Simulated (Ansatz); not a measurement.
Consider the ligand exchange at the Si–Cl bond: `F[SiH](F)Cl` + `O[SiH2]S` → `F[SiH](F)O[SiH2]S` + HCl.

Program: Ansatz. Geometries: PBE0-D4/def2-TZVP. ΔE: electronic, gas phase. CCSD(T)/CBS is the MP2 limit (def2-TZVPP, def2-QZVPP) plus CCSD(T) − MP2 in def2-TZVPP, frozen cores. This one scheme is used for every species. Functionals use def2-TZVPP. B3LYP here is the variant with VWN-RPA as its local correlation; programs differ in this. One conformer a species, not always the lowest.

```csv
level,ΔE (kcal/mol),difference from CCSD(T)/CBS
PBE-D4,-4.5,3.4
r2SCAN-D4,-6.3,1.6
B3LYP-D4,-8.3,-0.4
ωB97X-V,-7.0,0.9
B2PLYP,-7.6,0.3
PBE,-3.7,4.2
r2SCAN,-6.0,1.9
PBE0,-5.2,2.7
B3LYP,-7.2,0.7
HF/def2-TZVPP,-10.6,-2.7
SCS-MP2/def2-TZVPP,-8.4,-0.5
HF/def2-QZVPP,-11.1,-3.2
MP2/def2-QZVPP,-7.3,0.6
HF/CBS(def2),-11.2,-3.3
MP2/CBS(def2),-6.9,1.0
CCSD/CBS(def2),-8.5,-0.6
CCSD(T)/CBS,-7.9,0
```

Largest T1 diagnostic among the species: 0.012.

From PBE to PBE0 (25 % exact exchange), in def2-TZVPP and without D4, ΔE moves by −1.4 kcal/mol. The D4 term adds −1.1 kcal/mol with B3LYP and −0.7 kcal/mol with PBE0; it sums over pairs of atoms, weighted by their polarisabilities, and B3LYP, whose exchange is more repulsive, gets the larger term. In def2-TZVPP, CCSD(T) changes the Hartree–Fock value by +2.1 kcal/mol (the triples alone add +0.6 kcal/mol) and MP2 by +3.1 kcal/mol.
